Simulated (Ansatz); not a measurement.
AlBrH4SeSi, relaxed with RKS PBE-D4/def2-SVP in Ansatz from a rough embedded geometry. The force threshold is 0.03 eV/Å; the program also tests the step.

Total charge 0; spin multiplicity 1. The bonds changed during the relaxation, so this is another structure than the one it started from.

Start:

```xyz
8

Al   -1.009   -0.300   -1.512
Se   -1.579    0.148    0.710
Si    0.636    0.104    1.293
Br    1.619    1.958    0.541
H    -0.676    0.896   -2.579
H    -0.900   -1.838   -2.080
H     1.236   -1.107    0.827
H     0.672    0.139    2.801
```

Question: By how much does the energy fall, and how many steps does the optimiser take? (Best estimate.)

Answer: Computed: 50.74 kJ/mol, in 23 steps, 2 of them rejected.

Question: Which bonds change most? (Estimate.)

Answer: Ansatz gave: Al1–Br4 from 4.027 to 2.669 Å; Si3–Br4 from 2.229 to 2.352 Å; Al1–Se2 from 2.338 to 2.447 Å; Si3–H7 from 1.429 to 1.502 Å.

Question: Give the relaxed structure. (Best estimate.)

Answer: Computed: 
```xyz
8

Al   -0.661    0.053   -1.503
Se   -1.719   -0.291    0.677
Si    0.380   -0.131    1.425
Br    1.540    0.968   -0.301
H    -1.231    1.313   -2.298
H    -0.065   -1.256   -2.195
H     1.174   -1.399    1.566
H     0.581    0.744    2.628
```
